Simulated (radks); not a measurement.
Values are calculated unless marked as measured or tabulated.
Species: Re LIV. Configuration: [Ar] 3d4.

Code: a radial shooting solver on a logarithmic mesh with Libxc functionals. Model: scalar-relativistic Kohn-Sham, exchange-only LDA, spin-polarised, spherical densities, point nucleus; open shells are filled with parallel spins first (spin-orbit coupling, left out, can overturn this in heavy ions).

Energy parts (hartree):
total: -14095.6966
kinetic: 15816.6110
electron-nucleus: -31689.9038
Hartree: 1968.8841
exchange: -191.2880

Orbitals (lengths in bohr, moments of r in powers of bohr; r(max) is where P^2 peaks):
orbital	occ.	eigenvalue (hartree)	<r>	r(max)	<1/r>	<r^4>
1s up	1	-2759.286	0.01804	0.01125	88.74	5.461e-07
1s down	1	-2759.260	0.01804	0.01124	88.74	5.460e-07
2s up	1	-581.4546	0.07585	0.06441	20.87	0.00007946
2s down	1	-580.6509	0.07579	0.06437	20.89	0.00007923
2p up	3	-523.9863	0.06793	0.05289	18.83	0.00006225
2p down	3	-523.3310	0.06785	0.05284	18.85	0.00006198
3s up	1	-217.3686	0.1880	0.1767	8.162	0.002396
3s down	1	-216.4713	0.1884	0.1769	8.140	0.002412
3p up	3	-200.3521	0.1861	0.1737	7.565	0.002443
3p down	3	-199.4487	0.1865	0.1739	7.544	0.002463
3d up	4	-183.6824	0.1655	0.1390	7.153	0.001681
3d down	0	-182.5670	0.1660	0.1392	7.139	0.001702

The highest occupied level is 3d up at -4998.3 eV. The density falls to 0.001 e/bohr^3 at r = 0.60 bohr. Summed over all electrons, <r^2> = 0.4964 bohr^2, which gives a Langevin (diamagnetic) susceptibility term of -0.393 x 10^-6 cm^3/mol. For comparison, the ionisation energy in NIST's Atomic Spectra Database is 5099 eV (theoretical). In exact Kohn-Sham theory the highest level is minus the ionisation energy, but local and semilocal functionals leave it too shallow, through self-interaction and a potential that decays too fast; potentials with the right tail come closer. Spin moment in Bohr magnetons: 4.
